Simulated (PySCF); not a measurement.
## Relaxation of singlet MoO(OH)2

Computed with PBE/[Mo def2-SVP with ECP28, O def2-SVP, H def2-SVP], scalar-relativistic core potentials, density fitting, no spin–orbit coupling, PySCF. A (50,194) grid was used.

A hand-made B3LYP minimum (heavy-atom frame) start, of Cs symmetry, held to at least that symmetry:

```xyz
6
charge 0 multiplicity 1, angstrom
Mo    0.0139    0.0000   -0.0023
O     1.6532   -0.1309   -0.2817
O    -0.7050    1.7011    0.1817
O    -0.8936   -1.6063    0.0896
H    -0.4868    2.6405    0.1803
H    -1.7314   -2.0676    0.2126
```

Optimiser trace:
```csv
step,E − E(last) (kJ/mol),largest gradient (Eh/bohr)
0,1.21,0.01197
1,0.59,0.00307
2,0.49,0.00170
3,0.29,0.00227
4,0.23,0.00156
5,0.17,0.00122
6,0.12,0.00265
7,0.07,0.00277
8,0.03,0.00138
9,0.01,0.00032
10,0.00,0.00030
11,0.00,0.00018
```

It ends at Cs with Mo–O 1.675 Å, Mo–O 1.854 Å, Mo–O 1.863 Å, O–H 0.974 Å (×2); H–O–Mo 133.7°, H–O–Mo 139.8°, O–Mo–O 114.1°, O–Mo–O 117.3°, O–Mo–O 128.6° (after a last refinement on a finer grid). A frequency run shows a minimum. Other isomers or separated fragments may lie lower.

Final geometry:
```xyz
6
charge 0 multiplicity 1, angstrom
Mo    0.0055    0.0011   -0.0009
O     1.6553   -0.0825   -0.2803
O    -0.7454    1.6954    0.1882
O    -0.8323   -1.6509    0.0776
H    -0.3820    2.5989    0.1611
H    -1.7191   -2.0286    0.2120
```

The relaxation took 21 s on 2 threads of a shared AMD EPYC 9R45 96-Core (Zen 5) host, with 83 basis functions and 12 gradients; the process peaked at 0.65 GiB.
